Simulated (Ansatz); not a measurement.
CF6Sn (`F[C](F)(F)[Sn]([F])([F])[F]`), relaxed with RKS PBE0-D4/def2-TZVP in the Gaussian-basis code of Ansatz from a PBE-D4/def2-SVP geometry. The force threshold is 0.005 eV/Å; the program also tests the step.

Total charge 0; spin multiplicity 1. Sn takes the def2 core potential.

Start:

```xyz
8

F    -1.035   -0.849    1.621
C    -0.317   -1.073    0.512
F    -1.051   -1.786   -0.353
F     0.785   -1.763    0.831
Sn    0.260    0.881   -0.420
F     1.327    1.985    0.766
F     1.309    0.652   -2.036
F    -1.278    1.952   -0.920
```

How much energy does the relaxation release, and in how many steps? (Estimate.)

Computed: 11.83 kJ/mol, in 4 steps.

Which bonds change most? (An estimate is asked.)

The calculation gave: Sn5–F8 from 1.940 to 1.889 Å; Sn5–F6 from 1.940 to 1.889 Å; Sn5–F7 from 1.940 to 1.889 Å; C2–Sn5 from 2.240 to 2.204 Å.

Give the relaxed structure. (An estimate is asked.)

Ansatz gave: 
```xyz
8

F    -1.023   -0.838    1.601
C    -0.309   -1.045    0.499
F    -1.038   -1.764   -0.348
F     0.775   -1.742    0.821
Sn    0.259    0.877   -0.419
F     1.297    1.948    0.741
F     1.280    0.649   -1.992
F    -1.242    1.916   -0.903
```
